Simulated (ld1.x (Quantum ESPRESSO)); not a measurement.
Logarithmic derivatives: erbium, TM

| Quantity | Value |
| --- | --- |
| Element | erbium (Er) |
| Generator | ld1.x (Quantum ESPRESSO) 7.5 |
| Type | norm-conserving Troullier–Martins (Kleinman–Bylander form) |
| Functional | PBE |
| Relativity | scalar-relativistic |
| Frozen core | [Kr] 4d10 4f11 |
| Valence charge | 11 |
| Reference configuration | 5s2 5p6 5d1 6s2 6p0 |
| Partial waves | 5s (bound): rc 1.70 bohr; 5p (bound): rc 1.35 bohr; 5d (bound): rc 2.10 bohr |
| Local potential | the d channel |
| Core correction | none |

Occupied shells without a wave of their own: 6s. They enter only through the test configuration that unscreens the potential.

The phase is arctan(r·u′/u) with u = r·R(r), unwrapped; energies in Ry, scanned from -6 to 5 Ry. A pole is an energy at which the radial function vanishes at the test radius. The pseudo phase is shifted by a multiple of π to meet the all-electron one at the reference energy, and phase errors are pseudo minus all-electron; the curves can meet again beyond the range given. Levels narrower than the energy grid can be missing from the lists of poles.

**Question.** For each channel, where are the poles, and over which energies does the pseudopotential scatter like the atom?

**Answer.**

| channel | radius (bohr) | reference energy (Ry) | poles, all-electron | poles, pseudo | unbroken range about the reference energy with phases within 0.05 rad | phase error 1 Ry above the reference energy (rad) |
| --- | --- | --- | --- | --- | --- | --- |
| s | 2.31 | -4.12 | -3.89 | -3.89 | below -0.6 | +0.004 |
| p | 2.31 | -2.19 | -1.65 | -1.68, 0.64 | below -0.8 | -0.023 |
| d | 2.31 | -0.15 | 1.57 | 1.55 | below 4.5 | -0.001 |

Note: ghost state, extra bound levels that the all-electron valence spectrum of the same l lacks: p at -2.37 eV. A true bound ghost makes a file unfit for plane-wave use. The potential misses its own reference levels by up to 0.4 eV.

Phases in the d channel:

```
E (Ry)  all-electron  pseudo
 -6.00         1.387   1.387
 -5.48         1.377   1.377
 -4.96         1.366   1.366
 -4.44         1.352   1.352
 -3.92         1.336   1.335
 -3.40         1.314   1.314
 -2.88         1.286   1.286
 -2.36         1.246   1.245
 -1.84         1.183   1.183
 -1.32         1.070   1.069
 -0.80         0.803   0.802
 -0.28        -0.056  -0.056
  0.24        -1.061  -1.061
  0.76        -1.387  -1.388
  1.28        -1.522  -1.524
  1.80        -1.603  -1.605
  2.32        -1.663  -1.667
  2.84        -1.718  -1.724
  3.36        -1.777  -1.788
  3.88        -1.854  -1.874
  4.40        -1.970  -2.014
  4.92        -2.188  -2.305
```
